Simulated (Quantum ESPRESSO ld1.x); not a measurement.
These are the eigenvalues of the occupied orbitals of an atom or ion with whole-number occupations (eV). Method: Dirac Kohn-Sham, PBE, spin-unpolarised, spherical densities, point nucleus; computed with ld1.x of Quantum ESPRESSO 7.5.

| orbital | eigenvalue |
|---|---|
| 1s1/2 | -85197.2 |
| 2s1/2 | -16855.3 |
| 2p1/2 | -16259.4 |
| 2p3/2 | -14309.3 |
| 3s1/2 | -5560.18 |
| 3p1/2 | -5298.66 |
| 3p3/2 | -4852.95 |
| 3d3/2 | -4431.50 |
| 3d5/2 | -4335.06 |
| 4s1/2 | -2584.57 |
| 4p1/2 | -2470.90 |
| 4p3/2 | -2327.17 |

Which element is it, and in what charge state? The configuration may be excited. Open shells, if any, are shared by 2j + 1.

Answer. Z = 80, mercury, charge +44: Hg44+ in [Kr]. The list shows which subshells hold electrons but not how many an open one holds; the 1s level, -3130.9 hartree, gives Z - s = 79.1 by -(Z - s)^2/2, which with screening and relativity narrows Z to a few neighbours, and the depths of the outer levels then fix element, charge and occupations together.
